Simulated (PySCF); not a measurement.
These 2 structures share the formula C2H9NSi. The calculation used PBE0-D3(BJ)/def2-SVP geometry optimisation, gas phase (PySCF 2.14.0). One conformer each; no zero-point energy, no entropy. No frequencies were run at this level. Point groups hold within 0.08 Å.

Question: Rank from lowest to highest electronic energy at this level (kcal/mol).
A. `[CH3:1][CH2:2][NH:3][SiH3:4]` with C1–C2–N3–Si4 -148°
B. `CN(C)[SiH3]`

Answer: A (0.0), B (7.0).

As drawn, the lower has an N–H bond, which the higher lacks.

```json
{"SMILES": "CCN[SiH3]", "E (Eh)": "-425.40800", "E rel (kcal/mol)": "0.0", "dipole (D)": "1.24", "point group": "C1", "A, B, C (MHz)": "21089, 2422, 2361"}
{"SMILES": "CN(C)[SiH3]", "E (Eh)": "-425.39677", "E rel (kcal/mol)": "7.0", "dipole (D)": "0.95", "point group": "–", "A, B, C (MHz)": "8414, 4410, 3123"}
```

How do the relative energies change in single points at PBE0/pcSseg-1 (no added dispersion term) on the same geometries?

```json
{"SMILES": "CCN[SiH3]", "PBE0-D3(BJ)/def2-SVP (kcal/mol)": "0.0", "PBE0/pcSseg-1 (kcal/mol)": "0.0", "shift": "0.0"}
{"SMILES": "CN(C)[SiH3]", "PBE0-D3(BJ)/def2-SVP (kcal/mol)": "7.0", "PBE0/pcSseg-1 (kcal/mol)": "7.7", "shift": "+0.7"}
```

Each column counts from its own lowest isomer. The order is unchanged; the largest shift is 0.7 kcal/mol.
